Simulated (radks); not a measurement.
The iron ion Fe+ inside a hard spherical wall (all orbitals vanish at R), configuration held at [Ar] 3d6 4s1 and not refilled when levels cross. Calculated with a radial shooting solver on a logarithmic mesh with Libxc functionals: scalar-relativistic Kohn-Sham, LDA (Slater exchange, VWN5 correlation), spin-polarised, spherical densities, point nucleus; open shells are filled with parallel spins first. Eigenvalues in eV for spin up, with the zero of energy where the potential of the charges vanishes at infinity; a dash marks a level that is unbound or too diffuse for the functional's potential to be trusted. A positive occupied level is held by the wall or, in an anion where self-interaction has pushed it up, behind a barrier. The pressure on the wall is -dE/dV.

R (bohr)  E (hartree)  kinetic (hartree)    e(3s)    e(3p)    e(3d)    e(4s)  e(4p, empty)  e(5s, empty)  pressure (GPa)
free      -1270.02890           1284.645  -103.54  -69.936  -17.592  -13.301        -8.019        -3.363               0
20        -1270.02890           1284.645  -103.54  -69.936  -17.592  -13.301        -8.019        -3.363        < 0.0001
10        -1270.02889           1284.645  -103.54  -69.935  -17.591  -13.300        -8.013        -2.828        0.000300
7         -1270.02770           1284.657  -103.48  -69.875  -17.534  -13.233        -7.800         0.281          0.0933
5         -1270.00102           1284.830  -102.79  -69.196  -16.889  -12.241        -5.921        11.636            4.00
4         -1269.89891           1285.326  -101.18  -67.620  -15.367   -9.319        -1.574        30.127            29.7
3.5       -1269.74092           1285.992  -99.368  -65.846  -13.591   -5.437         3.618        48.958            89.5
2.5       -1268.35432           1291.168  -89.723  -56.348   -3.164   21.719        35.896        145.65            1230
2         -1265.16071           1302.526  -75.712  -41.922   13.603   71.022        89.204        282.45            6660
